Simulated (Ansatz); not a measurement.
Consider the formal exchange of groups at a Te–Al bond: `[SiH3][NH][AlH][TeH]` + `BCl` → `ClB[TeH]` + `[AlH2][NH][SiH3]`.

Isolated molecules relaxed with PBE0-D4/def2-TZVP in Ansatz; ΔE leaves out vibrations. CBS: MP2 limit from def2 TZ/QZ plus the TZ coupled-cluster correction, frozen cores. This one scheme is used for every species. Elements past krypton have def2 core potentials. For Te outer-core shells are correlated without core-valence functions, which leaves a few kJ/mol of doubt a bond. Each species was taken in one conformer, which may not be the lowest.

```json
{"species": "`[SiH3][NH][AlH][TeH]`", "CCSD(T)/CBS(def2) energy (Eh)": "-857.22032"}
{"species": "`BCl`", "CCSD(T)/CBS(def2) energy (Eh)": "-485.78909"}
{"species": "`ClB[TeH]`", "CCSD(T)/CBS(def2) energy (Eh)": "-753.54186"}
{"species": "`[AlH2][NH][SiH3]`", "CCSD(T)/CBS(def2) energy (Eh)": "-589.44550"}
```

(1) Work out ΔE.

Largest T1 diagnostic among the species: 0.014.

Answers

(1) ΔE = (-753.54186) + (-589.44550) − (-857.22032) − (-485.78909) = 0.02205 Eh = +57.9 kJ/mol.

From PBE to PBE0 (25 % exact exchange), in def2-TZVPP and without D4, ΔE moves by +7.8 kJ/mol. In def2-TZVPP, CCSD(T) changes the Hartree–Fock value by −16.2 kJ/mol (the triples alone add −3.0 kJ/mol) and MP2 by −15.0 kJ/mol.
